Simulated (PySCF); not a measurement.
CH7GeNO, SMILES C[NH][GeH2][OH].

Geometry: ωB97X-D3(BJ)/def2-SVP. The structure was generated by enumeration, and PubChem lists no compound with its InChIKey, so it may never have been made. The values are those of a single conformer.

All values below come from PySCF with ωB97X-D3(BJ)/def2-SVP.

Frequencies are harmonic and unscaled.

Computed harmonic wavenumbers and intensities:
```csv
mode,ν (cm⁻¹),IR (km/mol),Raman (Å⁴/amu),depolarisation,moving atoms (share of kinetic energy)
1,82,1.4,0.9,0.71,"O 32 %, H 28 %, C 24 %, N 10 %"
2,121,9.1,0.3,0.65,H 91 %
3,200,79.7,2.8,0.74,"H 78 %, N 9 %"
4,222,2.0,1.3,0.54,"H 39 %, N 29 %, C 16 %, O 11 %"
5,305,75.6,0.6,0.74,"H 28 %, O 25 %, N 24 %, Ge 15 %, C 8 %"
6,430,104.2,2.9,0.65,"H 85 %, N 11 %"
7,547,55.3,5.4,0.38,"H 71 %, Ge 12 %, C 8 %"
8,675,34.7,7.6,0.36,"H 43 %, N 38 %, Ge 12 %"
9,707,124.5,5.7,0.18,"O 77 %, Ge 19 %"
10,749,52.9,12.4,0.64,"H 81 %, N 14 %"
11,841,104.4,13.8,0.75,H 96 %
12,861,43.2,12.7,0.72,H 96 %
13,907,121.2,7.4,0.71,H 91 %
14,1099,3.0,3.4,0.69,"H 83 %, C 13 %"
15,1148,3.1,2.1,0.48,"H 75 %, C 19 %"
16,1170,87.7,2.7,0.68,"N 44 %, C 35 %, H 21 %"
17,1402,27.7,0.6,0.11,"H 69 %, N 21 %, C 9 %"
18,1461,12.8,9.7,0.69,"H 86 %, C 14 %"
19,1479,13.1,16.6,0.72,H 94 %
20,1505,4.9,20.2,0.72,H 96 %
21,2185,151.2,150.7,0.22,H 99 %
22,2232,101.0,115.0,0.22,H 99 %
23,3019,79.7,150.2,0.05,H 96 %
24,3098,39.4,111.0,0.57,"H 91 %, C 9 %"
25,3138,22.1,64.8,0.75,"H 91 %, C 9 %"
26,3645,15.5,85.4,0.25,H 93 %
27,3912,57.2,84.5,0.27,H 94 %
```
